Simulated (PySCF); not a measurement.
# Computed properties of C2H12OSi3, SMILES CCO[SiH2][SiH2][SiH3]

C₂H₁₂OSi₃, SMILES CCO[SiH2][SiH2][SiH3]. Coordinates come from a r2SCAN-D4/def2-SVP optimisation. This is a generated structure with no PubChem entry under its InChIKey; it may be hypothetical. The values are those of a single conformer. All values are computed for the isolated molecule unless a solvent is named; none is compared with measurement here.

**Structure.** All 48 harmonic modes at r2SCAN-D4/def2-SVP (PySCF) are real, so it is a minimum. With heavy atoms numbered as in [CH3:1][CH2:2][O:3][SiH2:4][SiH2:5][SiH3:6], the shortest bond between them is C2–O3 at 1.420 Å and the longest Si4–Si5 at 2.356 Å.

**Vibrations.** The strongest infrared lines (harmonic, unscaled, degenerate partners summed) lie at 839 cm⁻¹ (250 km/mol, H 82 %, Si 15 %), 873 cm⁻¹ (247 km/mol, H 89 %, Si 10 %), 1132 cm⁻¹ (188 km/mol, C 42 %, O 38 %, H 19 %). The softest mode is at 36 cm⁻¹ and the zero-point energy is 81.2 kcal/mol.

**Electronic structure.** CAM-B3LYP/def2-TZVP (PySCF) places the frontier levels at -8.78 and 0.60 eV, a gap of 9.38 eV, and gives a dipole moment of 1.08 D. PBE/def2-TZVP (PySCF) at the same geometry gives -6.28 and -1.31 eV, so its gap is 4.41 eV narrower. An orbital gap is neither the optical nor the fundamental gap.

**Excitations.** TDA-B3LYP/def2-SVPD (PySCF) has S1 at 5.82 eV (213 nm, f = 0.043, weak); the most intense of the 6 singlets computed lies at 6.76 eV (f = 0.08). T1 (TDA) is at 5.25 eV, 0.57 eV under S1. TDA-PBE/def2-SVPD (PySCF) puts S1 at 5.23 eV. No vertical singlet excitation falls in the visible range (under 3.1 eV).

**NMR.** GIAO shifts at PBE0/pcSseg-1 (PySCF) (non-relativistic, atoms alike by connectivity averaged): ¹³C from 21.8 to 66.4 ppm against TMS; ¹H from 1.6 to 5.6 ppm against TMS; ²⁹Si from -117.8 to -15.2 ppm against TMS.

**Solvation.** SMD-ωB97X/6-31G* (PySCF) gives 2.0 kcal/mol in water, -2.4 kcal/mol in chlorobenzene, -2.7 kcal/mol in acetone (1 M in both phases, gas-phase geometry).
